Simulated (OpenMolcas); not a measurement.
**Computed levels of N IV**

```json
{
  "Program": "OpenMolcas",
  "Method": "MS-CASPT2, IPEA 0.25 Eh, imaginary shift 0.1 Eh (closed shells correlated: 1s)",
  "Basis": "ANO-RCC-VQZP [5s4p3d2f1g]",
  "Scalar Hamiltonian": "DKH2, point nucleus",
  "Active space": "2 electrons in 8 orbitals (2s 2p 3s 3p)",
  "State averaging": "2S+1 = 3 even, 3 roots; 2S+1 = 1 even, 7 roots; 2S+1 = 3 odd, 3 roots; 2S+1 = 1 odd, 3 roots",
  "Spin-orbit coupling": "RASSI with atomic mean-field integrals over the reference wave functions, term energies averaged over their components"
}
```

With spin-orbit coupling, above the lowest level:

| Configuration | Term | J | E (eV) | Measured (eV) | Term weight % |
| --- | --- | --- | --- | --- | --- |
| 2s2 | 1S | 0 | 0.0000 | 0.0000 | 100 |
| 2s 2p | 3P* | 0 | 8.333 | 8.3329 | 100 |
| 2s 2p | 3P* | 1 | 8.341 | 8.3407 | 100 |
| 2s 2p | 3P* | 2 | 8.359 | 8.3586 | 100 |
| 2s 2p | 1P* | 1 | 16.365 | 16.2040 | 100 |
| 2p2 | 3P | 0 | 21.776 | 21.7636 | 100 |
| 2p2 | 3P | 1 | 21.784 | 21.7726 | 100 |
| 2p2 | 3P | 2 | 21.801 | 21.7881 | 100 |
| 2p2 | 1D | 2 | 23.533 | 23.4184 | 100 |
| 2p2 | 1S | 0 | 29.263 | 29.1821 | 100 |

Against the 9 measured excited levels shown (Moore, Selected Tables of Atomic Spectra, NSRDS-NBS 3, section 4) the mean absolute deviation is 350 cm-1; the largest miss in energy is 2s 2p 1P* 1: computed 16.365, measured 16.2040 eV (+1.0 %).

Active for correlation alone: 3p 3s; no level in the range computed is led by a configuration that fills them, so any true level of that kind is missing. Computed and measured levels are paired by configuration, term and J; levels that our copy of the source lacks, or whose pairing is in doubt (as where it misses far off the trend of its configuration), stay unpaired and out of the deviations. Only configurations of the active space appear. The first state left out of the spin-orbit step lies near 390000 cm-1 above the lowest spin-free state of the reference (among the parities and spins computed), and the list stops at four fifths of that energy or lower.

The term weight is that of the spin-free term in the level, not the purity of its configuration. * marks odd parity.
